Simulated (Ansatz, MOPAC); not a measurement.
Molecule: BNH, charge -1, multiplicity 1. SMILES: B=[N-]

Atoms: B1, N2, H3. Bonds: B1-N2, B1-H3.

Bond lengths (Å) and angles (degrees) optimised at PM3 with MOPAC; MNDO with MOPAC; HF/STO-3G with Ansatz (an electronic-structure program); HF/6-31G* with Ansatz; PBE/6-31G* with Ansatz; MP2/6-31G* with Ansatz, each started from the B3LYP-D3(BJ)/def2-TZVP structure (Ansatz) of the last column. A row stands for all coordinates that are equal there. 6-31G* holds six Cartesian d functions. No wavenumbers were computed at MNDO, HF/STO-3G, PBE/6-31G*, MP2/6-31G*, so these may be saddle points.

```
coordinate    PM3   MNDO  HF/STO-3G  HF/6-31G*  PBE/6-31G*  MP2/6-31G*  B3LYP-D3(BJ)/def2-TZVP
----------  -----  -----  ---------  ---------  ----------  ----------  ----------------------
B1-N2       1.222  1.188      1.206      1.243       1.280       1.287                   1.261
B1-H3       1.099  1.139      1.140      1.188       1.205       1.191                   1.184
N2-B1-H3    180.0  180.0      180.0      180.0       180.0       180.0                   180.0
```

Mean signed difference of all 2 bond lengths from B3LYP-D3(BJ)/def2-TZVP: PM3 -0.062 Å, MNDO -0.060 Å, HF/STO-3G -0.050 Å, HF/6-31G* -0.007 Å, PBE/6-31G* 0.020 Å, MP2/6-31G* 0.016 Å.
